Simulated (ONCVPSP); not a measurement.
## Transferability test, ONCV potential for Hf

Hf, optimised norm-conserving Vanderbilt (ONCV), made with ONCVPSP 4.0.1 (LDA (Perdew-Wang 92), scalar-relativistic). Core [Kr] 4d10 4f14 5s2, reference 5p6 5d2 6s1.75 6p0.25. Waves: 6s: rc 2.85 bohr, ncon 4, nbas 7, qcut 2.1 1/bohr, 2 projectors, debl 2 Ha; 5p+6p: rc 1.90 bohr, ncon 5, nbas 9, qcut 6.1 1/bohr, 2 projectors; 5d: rc 1.90 bohr, ncon 4, nbas 8, qcut 5.9 1/bohr, local; f scattering state at 0.05 Ha: rc 2.50 bohr, ncon 3, nbas 6, qcut 3.8 1/bohr, 2 projectors, debl 1.7 Ha. Local part: the d channel. Core correction: Teter function, fcfact 4.25, rcfact 1.1.

Energies are relative to the spin-unpolarised reference configuration 5p6 5d2 6s1.75 6p0.25; without spin polarisation the order of configurations can differ from experiment.

```
valence configuration  charge  ΔE all-electron (eV)  error AE − PS (meV)
      5p6 5d2 6s2 6p0       0                -0.955                 +0.2
      5p6 5d2 6s1 6p0      +1                 7.236                 -2.0
      5p6 5d2 6s0 6p0      +2                21.731                 -2.5
```

Question: What are ΔE and the potential's error for 5p6 5d2 6s0 6p2?

Answer: ΔE = 7.115 eV all-electron; the error (AE − PS) is -9.2 meV.

Note: no bound ghost flagged; GHOST(+) flagged for s at 10.1 eV, f at 559.5 eV.
